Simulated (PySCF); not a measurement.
A run for PySCF: D3(BJ) and D4 dispersion corrections on SiH4 (SMILES [SiH4]).

```python
from pyscf import gto
from pyscf.dispersion import dftd3, dftd4

mol = gto.M(
    atom='''
    Si    0.00000000   -0.00000000   -0.00000000
    H     0.85467615    0.85467615    0.85467615
    H    -0.85467615   -0.85467615    0.85467615
    H    -0.85467615    0.85467615   -0.85467615
    H     0.85467615   -0.85467615   -0.85467615
    ''',
    basis='def2-svp',
    charge=0, spin=0, verbose=0, max_memory=1800)
d3, d4 = {}, {}
for xc in ['hf', 'pbe', 'blyp', 'revpbe', 'tpss', 'r2scan', 'b3lyp', 'pbe0', 'bhlyp', 'camb3lyp', 'b2plyp']:
    d3[xc] = float(dftd3.DFTD3Dispersion(mol, xc=xc, version='d3bj', atm=False).get_dispersion()['energy'])
    print(f'D3(BJ) {xc:10s} {d3[xc]:14.8f} Eh')
for xc in ['hf', 'pbe', 'blyp', 'revpbe', 'tpss', 'r2scan', 'b3lyp', 'pbe0', 'bhlyp', 'camb3lyp', 'b2plyp']:
    d4[xc] = float(dftd4.DFTD4Dispersion(mol, xc={'camb3lyp': 'cam-b3lyp'}.get(xc, xc), atm=True).get_dispersion()['energy'])
    print(f'D4     {xc:10s} {d4[xc]:14.8f} Eh')
```

The log:

```
D3(BJ) hf            -0.01883859 Eh
D3(BJ) pbe           -0.00179448 Eh
D3(BJ) blyp          -0.00389235 Eh
D3(BJ) revpbe        -0.00478803 Eh
D3(BJ) tpss          -0.00222049 Eh
D3(BJ) r2scan        -0.00044161 Eh
D3(BJ) b3lyp         -0.00316737 Eh
D3(BJ) pbe0          -0.00149482 Eh
D3(BJ) bhlyp         -0.00248263 Eh
D3(BJ) camb3lyp      -0.00129278 Eh
D3(BJ) b2plyp        -0.00143398 Eh
D4     hf            -0.00650830 Eh
D4     pbe           -0.00155591 Eh
D4     blyp          -0.00361753 Eh
D4     revpbe        -0.00568018 Eh
D4     tpss          -0.00211353 Eh
D4     r2scan        -0.00035151 Eh
D4     b3lyp         -0.00252341 Eh
D4     pbe0          -0.00127061 Eh
D4     bhlyp         -0.00174820 Eh
D4     camb3lyp      -0.00125538 Eh
D4     b2plyp        -0.00106621 Eh
```

The run finished.

Cost: about 0.05 core-seconds (a rough figure).
